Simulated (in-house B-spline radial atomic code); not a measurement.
# RPA and G0W0 on BLYP: Li²⁺

Configuration 1s1, highest spin, mean-field start BLYP. Computed with an all-electron radial atomic-structure program (B-spline basis): all electrons, non-relativistic, point nucleus, each spin shell either full or empty, empty states to l = 9 with an (l + 1/2)⁻⁴ tail; G0W0 by contour deformation at full frequency.

With one electron the exact correlation energy is zero, so what RPA and GW give is self-correlation.

Command:
```bash
python run_gw.py task.json out
```
Settings (radii: box in bohr, nucleus in fm):
```
Z                        3
electrons                1
configuration            1s1
hamiltonian              nr
method                   b88,lyp
lmax                     9
spin_polarised           True
box_radius               17.55
intervals                43
ion_configuration        bare nucleus
```

Run time, properties included: 0.2 s on 1 thread of Arm Neoverse V2, with other jobs on the host.

Energies (hartree):

```json
{"term": "mean-field total", "value": "-4.49238"}
{"term": "Hartree-Fock functional on these orbitals", "value": "-4.49937"}
{"term": "direct second order", "value": "-0.02342"}
{"term": "second-order exchange", "value": "0.02342"}
{"term": "SOSEX correction", "value": "0.022468"}
```

Q: What is the RPA correlation energy, and what remains with SOSEX?

A: RPA gives -0.022467 hartree (-0.611 eV per electron); RPA + SOSEX gives 0, and the second-order doubles 0 hartree (no singles). SOSEX takes back 100 % of the RPA value.

Quasi-particle levels (eV):

```tsv
level	occupied	mean field	Σx - vxc	Σc	QP weight	G0W0
1s up	yes	-103.60	-18.84	?	?	?
1s down	no	-73.30	0.00	-2.19	0.989	-75.49
```

G0W0 = mean field + (Σx - vxc) + Σc, with Σc (partial-wave tail included) taken at the quasi-particle energy.

Q: Where does G0W0 put 1s up?

A: At -121.94 eV, with Σc = 0.49 eV and a quasi-particle weight of 0.982. The tabulated removal energy is 122.454 eV (NIST, tabulated theory).

Q: What does it cost to remove one electron (to the bare nucleus) by differences of total energies, each species on its own start (correlation terms add to the Hartree-Fock functional)?

A: BLYP 122.24 eV, Hartree-Fock functional 122.43 eV, + RPA 123.05 eV, + RPA + SOSEX 122.43 eV, + second order 122.43 eV. Tabulated: 122.454 eV (NIST, tabulated theory).
